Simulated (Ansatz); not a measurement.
CH$_{5}$BO$_{3}$ (`COB(O)O`). Total charge 0; spin multiplicity 1.

Cartesian coordinates in Å:
```
C 1.2787 -0.7000 -0.4993
O 0.4439 0.4402 -0.5169
B -0.6950 0.4670 0.2278
O -1.4943 1.5774 0.2014
O -1.0451 -0.6038 0.9996
H 1.6520 -0.9014 0.5082
H 0.7458 -1.5858 -0.8548
H 2.1223 -0.5005 -1.1604
H -1.1413 2.2579 -0.3759
H -1.8672 -0.4510 1.4702
```

Q: What are the harmonic wavenumbers in cm⁻¹ at PBE0-D4/def2-TZVP (Ansatz, finite differences of forces, unscaled)? (Estimate.)

A: Ansatz gave: 63, 154, 227, 408, 480, 515, 541, 681, 833, 994, 1015, 1144, 1185, 1216, 1433, 1454, 1493, 1496, 1529, 3043, 3112, 3140, 3901, 3904.

Q: Is this a minimum?

A: Yes, all 24 modes are real.

Q: Give the ideal-gas thermochemistry at 298.15 K and 1 bar (rigid rotor, harmonic oscillator; point group Cs, symmetry number 1).

A: Zero-point energy 203.1 kJ/mol; H(298) − E = 221.6 kJ/mol; entropy 322.1 J/(mol·K), of which translation 162.8, rotation 106.6, vibration 52.7; G(298) − E = 125.5 kJ/mol. Modes under 100 cm⁻¹ are hindered rotations or soft bends, so the harmonic entropy is rough.
